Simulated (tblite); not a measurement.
Species: C6H14N (doublet state).
Z-matrix (Å and degrees, GFN2-xTB geometry), rows numbered from 1:
```
C 
C   1  1.4777
C   2  1.4862  1  123.52
C   3  1.5509  2  110.38  1    51.87
N   3  1.4593  2  108.10  1   174.16
C   3  1.5509  2  111.43  1   -68.11
C   6  1.5219  3  112.03  2   -56.28
H   1  1.0898  2  110.51  3   150.40
H   1  1.0891  2  111.61  3    28.97
H   1  1.0984  2  111.61  3   -90.97
H   2  1.0755  1  118.81  3   176.84
H   4  1.0858  3  110.95  2   -60.44
H   4  1.0889  3  109.99  2    59.74
H   4  1.0892  3  109.98  2   179.41
H   5  1.0145  3  110.24  2  -178.34
H   5  1.0139  3  110.30  2   -59.21
H   6  1.0926  3  108.35  2  -177.25
H   6  1.0906  3  108.97  2    65.64
H   7  1.0859  6  109.75  3   -55.52
H   7  1.0878  6  110.41  3  -175.94
H   7  1.0870  6  110.22  3    63.75
```

Computed geometry: GFN2-xTB, gas phase. This method treats the open shell by occupation alone, without spin polarisation.

Masses are those of the commonest isotopes; rigid-rotor values at the optimised geometry. The values belong to one conformer with, in the numbering `[CH3:1][CH:2][C@@:3]([CH3:4])([NH2:5])[CH2:6][CH3:7]`, C1–C2–C3–C4 52°, C2–C3–N5–H -178° and -59°, C2–C3–C6–C7 -56°.

**Question.** Give the principal moments of inertia and the rotational constants in GHz.

**Answer.** Ia = 182.10, Ib = 220.23, Ic = 286.59 u·Å²; 505379 MHz·u·Å²/I gives 2775, 2295 and 1763 MHz, that is A = 2.7752, B = 2.2948, C = 1.7634 GHz.

**Question.** Classify the top.

**Answer.** An asymmetric top: κ = (2 × 2295 − 2775 − 1763)/(2775 − 1763) = 0.05.

**Question.** What does the inertial defect say?

**Answer.** Not planar: Δ = Ic − Ia − Ib = -115.74 u·Å². For a rigid frame Δ = −2 Σ m c², so Σ m c² = 57.87 u·Å² lies off the ab plane: 18.16 from hydrogen and 39.71 from heavier atoms. The atom farthest from that plane is 1.80 Å away.

**Question.** Give the other two planar moments, Paa and Pbb, and the rms extents of the mass along the axes.

**Answer.** Paa = Σ m a² = (Ib + Ic − Ia)/2 = 162.35 and Pbb = Σ m b² = (Ia + Ic − Ib)/2 = 124.23 u·Å². With the mass M = 100.11 u, the rms extents √(P/M) along a, b and c are 1.27, 1.11, 0.76 Å.

**Question.** Give the coordinates in the principal-axis frame, origin at the centre of mass.

**Answer.** The sense of each axis is arbitrary; atoms in the order of the calculation.
```
atom  mass (u)   a (Å)   b (Å)   c (Å)
  C1    12.000   1.978   1.196   0.030
  C2    12.000   0.939   0.407   0.724
  C3    12.000  -0.015  -0.490   0.022
  C4    12.000   0.748  -1.470  -0.907
  N5    14.003  -0.793  -1.203   1.031
  C6    12.000  -1.015   0.315  -0.848
  C7    12.000  -1.777   1.350  -0.033
  H8     1.008   2.193   2.112   0.579
  H9     1.008   1.675   1.454  -0.984
 H10     1.008   2.924   0.642  -0.045
 H11     1.008   0.895   0.440   1.798
 H12     1.008   1.313  -0.930  -1.660
 H13     1.008   1.439  -2.076  -0.323
 H14     1.008   0.043  -2.131  -1.410
 H15     1.008  -1.438  -1.847   0.587
 H16     1.008  -0.179  -1.741   1.633
 H17     1.008  -1.720  -0.387  -1.300
 H18     1.008  -0.468   0.805  -1.655
 H19     1.008  -2.275   0.865   0.801
 H20     1.008  -2.519   1.849  -0.652
 H21     1.008  -1.091   2.095   0.363
```

**Question.** Where do the levels up to J = 3 lie, in MHz?

**Answer.** Above 0(0,0):
J = 1: 1(0,1) 4058, 1(1,1) 4539, 1(1,0) 5070
J = 2: 2(0,2) 11914, 2(1,2) 12124, 2(1,1) 13718, 2(2,1) 15159, 2(2,0) 15420
J = 3: 3(0,3) 23300, 3(1,3) 23364, 3(1,2) 26460, 3(2,2) 27334, 3(2,1) 28384, 3(3,1) 31202, 3(3,0) 31294

**Question.** Estimate the classical rotational partition function at 10 K, 25 K and 500 K.

**Answer.** Point group C1, symmetry number σ = 1; q = (√π/σ)·√((kT/h)³/(ABC)), k/h = 20836.6 MHz/K: 1590 at 10 K, 6290 at 25 K, 562000 at 500 K.

For this open shell read J as N, the rotation without spin; fine and hyperfine splittings come on top. Its GFN2-xTB frequencies are all real (lowest 61 cm⁻¹). Constants of a rigid frame at the computed geometry: no zero-point averaging, no centrifugal distortion.

The run took 0.97 s of wall time on Arm Neoverse N1, one thread (shared host). This is the geometry optimisation.
